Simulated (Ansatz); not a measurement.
Start from `[O]=[Ta]([OH])([OH])[OH]` and change one atom or group to get `[O]=[Ta]([OH])([OH])[Cl]`.

Ansatz, PBE0-D4/def2-TZVP geometries, multiplicity 1. Each molecule was computed in one conformer, which needn't be the lowest.

Elements past krypton have def2 core potentials.

| property | `[O]=[Ta]([OH])([OH])[OH]` |
| --- | --- |
| LUMO energy (PBE/def2-TZVPP) / eV | -1.32 |
| ideal-gas entropy at 298 K and 1 bar (rigid rotor, harmonic PBE0-D4/def2-TZVP) / J/(mol·K) | 372 |
| size of the dipole moment (PBE/def2-TZVPP) / D | 6.40 |
| HOMO–LUMO gap (ωB97M-V/def2-TZVPP) / eV | 11.60 |
| HOMO energy (PBE0/def2-TZVPP) / eV | -8.54 |
| HOMO energy (ωB97M-V/def2-TZVPP) / eV | -10.94 |

**Question.** What does the change do to each property? (Best estimate.)

**Answer.** Computed: 
| property | `[O]=[Ta]([OH])([OH])[Cl]` | shift |
| --- | --- | --- |
| LUMO energy (PBE/def2-TZVPP) / eV | -2.25 | -0.93 |
| ideal-gas entropy at 298 K and 1 bar (rigid rotor, harmonic PBE0-D4/def2-TZVP) / J/(mol·K) | 370 | -2 |
| size of the dipole moment (PBE/def2-TZVPP) / D | 4.95 | -1.45 |
| HOMO–LUMO gap (ωB97M-V/def2-TZVPP) / eV | 12.06 | 0.46 |
| HOMO energy (PBE0/def2-TZVPP) / eV | -9.07 | -0.53 |
| HOMO energy (ωB97M-V/def2-TZVPP) / eV | -11.37 | -0.43 |

With PBE0 the HOMO falls by 0.53 eV and the LUMO falls by 0.81 eV, so the gap narrows by about 0.28 eV. PBE moves the HOMO by -0.53 eV and ωB97M-V by -0.43 eV. The zero-point energy changes by -28.3 kJ/mol with -3 modes. Dipoles are sizes alone; their direction can turn.
